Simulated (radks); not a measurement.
The nuclear charge of neutral technetium is varied continuously with 43 electrons held in [Kr] 4d5 5s2. Method: Dirac Kohn-Sham, PBE, spin-unpolarised, spherical densities, finite nucleus; open shells fill j = l - 1/2 first; Fermi nuclear charge, rms radius 4.4112 fm; computed with a radial shooting solver on a logarithmic mesh with Libxc functionals. By the Hellmann-Feynman theorem dE/dZ = E(electron-nucleus)/Z, the electronic potential at the nucleus (averaged over a nucleus of fixed radius).

| Z | E (hartree) | E(electron-nucleus)/Z (hartree) | HOMO | e(HOMO) (eV) | <r> HOMO (bohr) |
|---|---|---|---|---|---|
| 42.8 | -4238.20645 | -239.331 | 5s1/2 | -3.674 | 3.436 |
| 42.9 | -4262.17821 | -240.104 | 5s1/2 | -4.339 | 3.368 |
| 43 | -4286.22718 | -240.876 | 5s1/2 | -5.027 | 3.305 |
| 43.1 | -4310.35334 | -241.647 | 5s1/2 | -5.738 | 3.246 |
| 43.2 | -4334.55664 | -242.419 | 5s1/2 | -6.471 | 3.190 |
| 43.3 | -4358.83707 | -243.190 | 5s1/2 | -7.226 | 3.137 |
| 43.4 | -4383.19461 | -243.961 | 5s1/2 | -8.002 | 3.086 |
| 43.5 | -4407.62924 | -244.732 | 5s1/2 | -8.798 | 3.038 |
| 43.6 | -4432.14094 | -245.502 | 5s1/2 | -9.614 | 2.992 |
| 43.7 | -4456.72970 | -246.273 | 5s1/2 | -10.449 | 2.949 |
| 43.8 | -4481.39553 | -247.043 | 5s1/2 | -11.304 | 2.907 |
| 43.9 | -4506.13840 | -247.814 | 5s1/2 | -12.177 | 2.867 |
| 44 | -4530.95832 | -248.584 | 5s1/2 | -13.068 | 2.828 |

The central difference of E at Z = 43 is -240.876 hartree, to compare with the third column; the second derivative is -7.72 hartree.
